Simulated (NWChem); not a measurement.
System: CHCl2F; SMILES FC(Cl)Cl

The following NWChem deck was run.

```
start job
memory heap 200 mb stack 900 mb global 1100 mb
geometry units angstroms noautoz
  F      1.586569    -0.177455     0.000000
  C      0.386236     0.401404     0.000000
  Cl    -0.495082    -0.058783    -1.459975
  Cl    -0.495082    -0.058783     1.459975
  H      0.497199     1.493874     0.000000
end
basis spherical
  * library def2-tzvp
end
dft
  xc b3lyp
  iterations 150
  mulliken
end
task dft energy
```

Geometry: optimised at PBE0/def2-SVP.

**Question.** Predict the main results of this run. (B3LYP/def2-TZVP.) Quantities: basis functions; energy (Ha); highest occupied level (eV); orbital gap (eV); dipole (D).

**Answer.** The number of basis functions is 142. The energy (Ha) is -1059.06 and the highest occupied level (eV) is -8.85. The orbital gap (eV) comes out as 8.22 and the dipole (D) is 1.24.
